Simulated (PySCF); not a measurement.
# Reading the logs of faulty runs: ClGeH4NSi

These are calculations, not measurements. The program is PySCF 2.14.0, an open-source quantum chemistry code, run on an isolated molecule that a program drew, which may never have been made. The molecule is ClGeH4NSi (charge 0, singlet), drawn as the SMILES string `Cl[SiH2][N]=[GeH2]`.

Each row is a Hartree-Fock (HF) and frozen-core CCSD(T) single point in the cc-pV(D+d)Z basis, meant for a local HF minimum. Run 1 is clean. Each other run has one planted mistake out of seven kinds, and not every kind appears here: one electron removed, one electron added, multiplicity raised by two, geometry at a saddle point, minimal basis STO-3G, one bond length entered in bohr, all coordinates scaled. The reference is restricted for singlets and unrestricted otherwise, and also for a bond in bohr. Adding or removing an electron swaps singlet and doublet. Electrons count all cores. HOMO and LUMO are orbital energies over both spins, the gradient is its largest component, and the lowest frequency (negative if imaginary) is given only where the gradient is small. Bond lengths are over the 7 bonds as drawn. T1 is the CCSD diagnostic: over 0.02 (restricted) or 0.045 (unrestricted) a single reference is doubtful. Germanium has the cc-pVDZ-PP basis, with a core potential (ECP10MDF) in place of its 10 inner electrons, and its 3s, 3p and 3d shells are frozen in CCSD(T).

Geometry of the clean run:
```xyz
8
ClGeH4NSi, angstrom
Cl   -2.5893   -1.4090    1.0511
Si   -1.6177   -0.3245   -0.4741
N    -0.2091    0.4349    0.0514
Ge    0.6223    0.5463    1.4964
H    -2.6205    0.6479   -0.9415
H    -1.3424   -1.3186   -1.5256
H     1.9042    1.3600    1.5615
H     0.2331   -0.0993    2.8194
```

```
run,electrons,basis functions,<S^2>,HOMO (eV),LUMO (eV),gradient (hartree/bohr),lowest frequency (cm^-1),mean bond (Å),longest bond (Å),T1,HF (hartree),CCSD(T) (hartree),mistake
1,74,103,0.000,-10.48,0.81,2.8e-05,80,1.6360,2.109,0.0176,-1098.62253,-1099.17902,no fault
2,74,103,0.917,-9.97,0.09,1.3e-02,-,1.8296,2.878,0.0279,-1098.53046,-1099.07234,one bond length entered in bohr
3,74,103,0.000,-10.85,1.15,8.8e-02,-,1.5182,1.957,0.0144,-1098.56507,-1099.10889,all coordinates scaled
4,75,103,0.767,-0.68,7.69,6.9e-02,-,1.6360,2.109,0.0152,-1098.61917,-1099.18061,?
5,74,103,2.027,-7.07,-0.61,1.3e-01,-,1.6360,2.109,0.0153,-1098.54237,-1099.05308,?
```

**Which mistake was planted in run 4, and what did it cost?**

It counts 75 electrons, one more than the clean run, at the same geometry and basis. So the mistake is: one electron added. Subtracting run 1 and multiplying by 627.51 kcal/mol a hartree, the energy moved by 2.1 kcal/mol in HF and -1.0 kcal/mol in CCSD(T).

**Which mistake was planted in run 5, and what did it cost?**

Electrons, basis and geometry are unchanged, and <S^2> is 2.027, beside S(S+1) = 2.00 for a multiplicity of 3. So the mistake is: multiplicity raised by two. Subtracting run 1 and multiplying by 627.51 kcal/mol a hartree, the energy moved by 50.3 kcal/mol in HF and 79.0 kcal/mol in CCSD(T).

